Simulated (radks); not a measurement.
Ionisation of neutral niobium, [Kr] 4d4 5s1, to [Kr] 4d4 as the strength of local exchange is varied. All-electron calculation, scalar-relativistic Kohn-Sham, Slater X-alpha exchange (alpha = 2/3 is LDA exchange), no correlation, spin-polarised, spherical densities, finite nucleus; open shells are filled with parallel spins first (spin-orbit coupling, left out, can overturn this in heavy ions); Fermi nuclear charge, rms radius 4.324 fm. Program: a radial shooting solver on a logarithmic mesh with Libxc functionals.

\begin{tabular}{lrrrrr}
alpha & E(Nb) (hartree) & exchange (hartree) & IE (eV) & -e of the level emptied (eV) & <r> of it (bohr) \\ \hline
0.667 & -3811.92970 & -110.93514 & 6.956 & 4.251 (5s) & 3.628 \\
0.784 & -3831.46860 & -131.06263 & 7.646 & 4.903 (5s) & 3.510 \\
0.84 & -3840.85587 & -140.76619 & 7.987 & 5.233 (5s) & 3.455 \\
0.908 & -3852.28539 & -152.60973 & 8.411 & 5.647 (5s) & 3.390 \\
0.926 & -3855.31648 & -155.75590 & 8.525 & 5.759 (5s) & 3.374 \\
0.929 & -3855.82189 & -156.28071 & 8.544 & 5.778 (5s) & 3.371 \\
0.967 & -3862.22942 & -162.93951 & 8.787 & 6.018 (5s) & 3.336 \\
1.008 & -3869.15455 & -170.14719 & 9.053 & 6.283 (5s) & 3.299 \\
\end{tabular}

NIST Atomic Spectra Database: 6.759 eV (measured). The central value is not met in this range of alpha. Open shells are spherical and high-spin; term and fine-structure splittings are not resolved.
